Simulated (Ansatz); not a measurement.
The cluster Ag₂Au₄⁺. Charge 1, multiplicity 2. Geometry PBE-D4/def2-SVP, basis def2-TZVP, Ansatz.

```xyz
6

Au   -0.2394    2.4842    0.2011
Au   -1.7324    0.7547   -1.3151
Au    0.3608   -0.1702    0.2790
Au    0.9319   -2.7286    0.3294
Ag   -1.0614   -1.9687   -1.3327
Ag    1.7406    1.6285    1.8383
```

```tsv
run	HOMO (eV)	LUMO (eV)
A	-9.50	-9.29
B	-10.06	-8.45
C	-9.84	-8.82
D	-9.60	-9.33
E	-9.64	-9.13
```

In the def2 sets Ag, Au take a core potential; there is no spin–orbit coupling. No other spin state of charge 1 was run. Another isomer (doublet) lies 0.05 eV lower at PBE0-D4/def2-TZVP; other spin states weren't run for this one.

HOMO and LUMO are taken over both spins.

Problem. The runs used BLYP, PBE, PBE0, r2SCAN, r2SCANh. Estimate which is which.

Solution. A BLYP (0 % exact exchange); B PBE0 (25 % exact exchange); C r2SCANh (10 % exact exchange); D PBE (0 % exact exchange); E r2SCAN (0 % exact exchange). Exact exchange lowers occupied and raises empty levels; among semilocal functionals meta-GGAs tend to open the gap a little, and such runs are hard to tell apart. The gap grows from 0.21 eV (BLYP) to 1.61 eV (PBE0).
